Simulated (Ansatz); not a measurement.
Geometry optimisation, Ansatz, RKS PBE0-D4/def2-SVP.

input.yaml

```yaml
crystal:
  periodic: [false, false, false]
  atoms:
    - { symbol: C, position_ang: [-0.3712, -1.0557, 0.0548] }
    - { symbol: B, position_ang: [0.722, -0.1378, 0.7041] }
    - { symbol: O, position_ang: [0.31706, 1.09079, 1.35436] }
    - { symbol: Zn, position_ang: [0.3382, 2.3844, -0.3806] }
    - { symbol: F, position_ang: [-1.08, 1.8713, -1.8383] }
    - { symbol: H, position_ang: [-1.4013, -0.505, 0.2079] }
    - { symbol: H, position_ang: [-0.2117, -1.1071, -1.0435] }
    - { symbol: H, position_ang: [-0.3894, -2.0015, 0.4999] }
    - { symbol: H, position_ang: [1.91049, -0.43706, 0.64228] }
basis:
  gaussian: { orbitals: def2-SVP }
hamiltonian:
  xc: pbe0
  dispersion: d4
relax:
  f_tol: 0.015
  max_steps: 40
```

Launched with:

```bash
$ ansatz run input.yaml --threads 2 --pin off --max-ram 3072MiB --backend cpu --events-out ev --progress --plain --runs-dir out
```

Problem. Where does it end, and by what steps?

Solution. It converged. After 16 steps the energy has fallen by 3.175 eV; F5 moved furthest, 1.28 Å.

| step | energy less start (eV) | largest force component (eV/Å) | accepted |
| --- | --- | --- | --- |
| 0 | 0.0000 | 3.487 | yes |
| 1 | -1.6661 | 2.320 | yes |
| 2 | -2.3044 | 1.780 | yes |
| 3 | -2.5867 | 0.627 | yes |
| 4 | -2.8179 | 0.781 | yes |
| 5 | -2.9250 | 1.043 | yes |
| 6 | -3.0161 | 0.822 | yes |
| 7 | -3.1104 | 0.652 | yes |
| 8 | -3.1520 | 0.406 | yes |
| 9 | -3.1667 | 0.143 | yes |
| 10 | -3.1690 | 0.171 | yes |
| 11 | -3.1723 | 0.145 | yes |
| 12 | -3.1748 | 0.024 | yes |
| 13 | -3.1752 | 0.033 | yes |
| 14 | -3.1752 | 0.039 | yes |
| 15 | -3.1754 | 0.029 | yes |
| 16 | -3.1754 | 0.012 | yes |

```xyz
9
Properties=species:S:1:pos:R:3
C -0.265 -1.102 0.022
B 0.866 -0.179 0.628
O 0.910 1.154 0.468
Zn -0.331 2.034 -0.469
F -1.475 2.986 -1.356
H -1.049 -0.572 -0.554
H 0.180 -1.862 -0.644
H -0.767 -1.670 0.824
H 1.764 -0.686 1.283
```

Whether the end is a true minimum wasn't checked by a vibrational analysis.

Run time: 43 s on 2 threads of Intel(R) Xeon(R) Platinum 8488C (Sapphire Rapids), on a shared host, peak memory 0.26 GiB.
